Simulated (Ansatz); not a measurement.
`CN(C)c1ccc(-c2ccc(-c3ccc(-c4ccc(C#N)s4)s3)s2)s1` was relaxed with PBE-D4 (def2-SVP) in Ansatz in these states: charge -1 doublet, neutral singlet. The geometries follow in no particular order.

Single mean-field runs in def2-SVP are fitted with def2-universal-jkfit.

A:

```xyz
39

C    -3.921   -3.155    5.385
N    -3.965   -1.732    5.107
C    -5.226   -1.084    5.381
C    -3.274   -1.268    3.983
C    -3.601   -0.234    3.113
C    -2.593    0.026    2.139
C    -1.479   -0.813    2.227
C    -0.303   -0.881    1.417
C     0.822   -1.715    1.531
C     1.800   -1.510    0.543
C     1.474   -0.496   -0.384
C     2.223   -0.023   -1.496
C     3.483   -0.459   -1.962
C     3.944    0.223   -3.094
C     3.067    1.225   -3.567
C     3.207    2.102   -4.672
C     2.321    3.105   -5.138
C     2.778    3.793   -6.269
C     4.036    3.361   -6.732
C     4.777    3.829   -7.828
N     5.403    4.225   -8.752
S     4.644    2.047   -5.705
S     1.627    1.282   -2.532
S    -0.107    0.189    0.021
S    -1.689   -1.941    3.580
H    -2.875   -3.520    5.342
H    -4.305   -3.345    6.408
H    -4.522   -3.770    4.664
H    -5.610   -1.423    6.365
H    -5.084    0.015    5.424
H    -6.014   -1.294    4.610
H    -4.547    0.321    3.167
H    -2.679    0.801    1.364
H     0.913   -2.460    2.336
H     2.741   -2.074    0.486
H     4.040   -1.267   -1.466
H     4.904    0.013   -3.589
H     1.363    3.307   -4.639
H     2.225    4.601   -6.768
```

B:

```xyz
39

C    -1.074   -7.149    1.128
N     0.001   -6.637    0.303
C     1.146   -7.479    0.016
C     0.146   -5.282    0.144
C     1.222   -4.576   -0.408
C     0.993   -3.179   -0.449
C    -0.232   -2.778    0.078
C    -0.798   -1.464    0.209
C    -2.080   -1.086    0.624
C    -2.286    0.311    0.630
C    -1.170    1.043    0.216
C    -1.031    2.470    0.093
C    -2.017    3.456    0.228
C    -1.529    4.767    0.048
C    -0.161    4.825   -0.234
C     0.674    5.971   -0.480
C     2.045    6.015   -0.764
C     2.541    7.324   -0.950
C     1.557    8.305   -0.812
C     1.690    9.706   -0.931
N     1.795   10.875   -1.030
S    -0.001    7.585   -0.445
S     0.519    3.207   -0.258
S     0.154   -0.043   -0.176
S    -1.132   -4.185    0.650
H    -2.040   -6.687    0.830
H    -1.167   -8.242    0.980
H    -0.924   -6.950    2.217
H     0.841   -8.541    0.071
H     1.522   -7.284   -1.010
H     1.991   -7.315    0.726
H     2.140   -5.054   -0.770
H     1.715   -2.459   -0.860
H    -2.848   -1.820    0.910
H    -3.228    0.788    0.934
H    -3.068    3.218    0.442
H    -2.157    5.667    0.111
H     2.664    5.110   -0.832
H     3.586    7.569   -1.179
```

Q: Judge from the bond lengths which geometry belongs to which state (an estimate).

A: A is the charge -1 doublet (N2–C4 1.398 Å, C19–S22 1.776 Å, C15–C16 1.418 Å); B is the neutral singlet (N2–C4 1.372 Å, C19–S22 1.754 Å, C15–C16 1.439 Å).

At PBE-D4/def2-SVP the highest occupied level of the relaxed charge -1 doublet lies above zero (up to 0.13 eV). By energy differences its removal costs 1.43 eV (each at its own geometry, to the charge 0 singlet, at PBE0-D4/def2-TZVP).
